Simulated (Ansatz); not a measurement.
Calculated with Ansatz (gas phase, PBE0-D4/def2-TZVP geometries, no zero-point term in ΔE). CCSD(T)/CBS is the MP2 limit (def2-TZVPP, def2-QZVPP) plus CCSD(T) − MP2 in def2-TZVPP, frozen cores. DFT in def2-TZVPP. B3LYP here is the variant with VWN-RPA as its local correlation; programs differ in this. HSE06 is defined as in plane-wave codes. def2 core potentials past Kr. For Ga, In outer-core shells are correlated without core-valence functions, which leaves a few kJ/mol of doubt a bond. Scalar relativity is left out up to krypton. Each species was taken in one conformer, which may not be the lowest.

Consider the cleavage of the In–Ga bond: `C[NH][GaH][InH2]` + `CN[SiH3]` → `C[N]([SiH3])[InH2]` + `C[NH][GaH2]`.

`C[NH][GaH][InH2]`:

Cartesian coordinates in Å:
```
C -0.968 0.952 -1.121
N 0.400 0.509 -1.209
Ga 1.353 -0.482 -0.009
In 0.144 -1.230 2.183
H -1.592 0.559 -1.933
H -1.057 2.046 -1.134
H -1.412 0.607 -0.183
H 0.855 0.804 -2.059
H 2.831 -0.760 -0.477
H -0.719 -2.731 2.309
H 0.164 -0.275 3.633
```

`CN[SiH3]`:

```xyz
10

C    -1.210   -0.698    0.031
N    -0.408    0.505    0.090
Si    1.293    0.506   -0.131
H    -2.242   -0.466   -0.249
H    -0.813   -1.364   -0.739
H    -1.232   -1.262    0.974
H    -0.804    1.227    0.670
H     1.603   -0.136   -1.437
H     2.073   -0.237    0.907
H     1.742    1.923   -0.116
```

`C[N]([SiH3])[InH2]`:

Cartesian coordinates in Å:
```
C 1.092 0.995 0.243
N 0.055 -0.014 0.075
Si -0.989 0.174 -1.276
In -0.105 -1.550 1.407
H 0.669 2.001 0.362
H 1.704 0.797 1.127
H 1.772 1.029 -0.619
H -1.967 -0.946 -1.267
H -0.240 0.160 -2.569
H -1.730 1.471 -1.235
H 1.090 -1.435 2.631
H -1.352 -2.680 1.121
```

`C[NH][GaH2]`:

```xyz
9

C     0.394   -0.163   -1.204
N    -0.486   -0.288   -0.068
Ga   -0.241    0.373    1.604
H     1.280    0.412   -0.925
H    -0.080    0.359   -2.045
H     0.742   -1.136   -1.573
H    -1.323   -0.812   -0.272
H    -1.368    0.082    2.644
H     1.081    1.172    1.838
```

| level | ΔE (kJ/mol) | difference from CCSD(T)/CBS |
| --- | --- | --- |
| LDA (SPW92) | 26.7 | 5.9 |
| PBE-D4 | 31.8 | 11.0 |
| revPBE-D4 | 28.5 | 7.7 |
| BLYP-D4 | 26.5 | 5.7 |
| r2SCAN-D4 | 26.6 | 5.8 |
| B97M-V | 16.9 | -3.9 |
| PBE0-D4 | 35.8 | 15.0 |
| B3LYP-D4 | 31.0 | 10.2 |
| r2SCANh-D4 | 29.1 | 8.3 |
| r2SCAN0-D4 | 32.6 | 11.8 |
| HSE06-D4 | 36.0 | 15.2 |
| BHLYP-D4 | 34.0 | 13.2 |
| CAM-B3LYP-D4 | 27.3 | 6.5 |
| ωB97X-V | 25.1 | 4.3 |
| B2PLYP | 27.1 | 6.3 |
| PBE-QIDH | 28.9 | 8.1 |
| PBE | 35.6 | 14.8 |
| revPBE | 38.6 | 17.8 |
| r2SCAN | 27.4 | 6.6 |
| PBE0 | 38.9 | 18.1 |
| B3LYP | 37.1 | 16.3 |
| r2SCANh | 30.0 | 9.2 |
| HSE06 | 38.8 | 18.0 |
| BHLYP | 38.3 | 17.5 |
| CAM-B3LYP | 30.3 | 9.5 |
| LC-ωPBE | 28.3 | 7.5 |
| RPA@PBE/def2-TZVPP | 17.0 | -3.8 |
| HF/def2-SVP | 38.3 | 17.5 |
| MP2/def2-SVP | 13.0 | -7.8 |
| CCSD(T)/def2-SVP | 19.6 | -1.2 |
| HF/def2-TZVPP | 39.5 | 18.7 |
| MP2/def2-TZVPP | 16.1 | -4.7 |
| SCS-MP2/def2-TZVPP | 17.7 | -3.1 |
| CCSD(T)/def2-TZVPP | 20.3 | -0.5 |
| HF/def2-QZVPP | 37.4 | 16.6 |
| MP2/def2-QZVPP | 15.6 | -5.2 |
| SCS-MP2/def2-QZVPP | 17.0 | -3.8 |
| HF/CBS(def2) | 37.1 | 16.3 |
| MP2/CBS(def2) | 16.6 | -4.2 |
| CCSD/CBS(def2) | 25.4 | 4.6 |
| CCSD(T)/CBS | 20.8 | 0 |

**Question.** What do rigid-rotor, harmonic-oscillator terms from PBE0-D4/def2-TZVP frequencies (298.15 K, 1 bar) make of the CCSD(T)/CBS value? (Estimate.)

**Answer.** The calculation gave: ΔZPE = -8.6 kJ/mol, ΔH = +10.2 kJ/mol, ΔS = -23 J/(mol·K), ΔG = +17.0 kJ/mol.

Largest T1 diagnostic among the species: 0.015.

From r2SCAN to r2SCAN0 (25 % exact exchange), in def2-TZVPP and without D4, ΔE moves by +6.2 kJ/mol. The D4 term adds −6.1 kJ/mol with B3LYP and −3.1 kJ/mol with PBE0; it sums over pairs of atoms, weighted by their polarisabilities, and B3LYP, whose exchange is more repulsive, gets the larger term.

CCSD(T)/CBS has its own doubt, a few kJ/mol and more with outer-core shells, so smaller differences from it don't rank the levels.
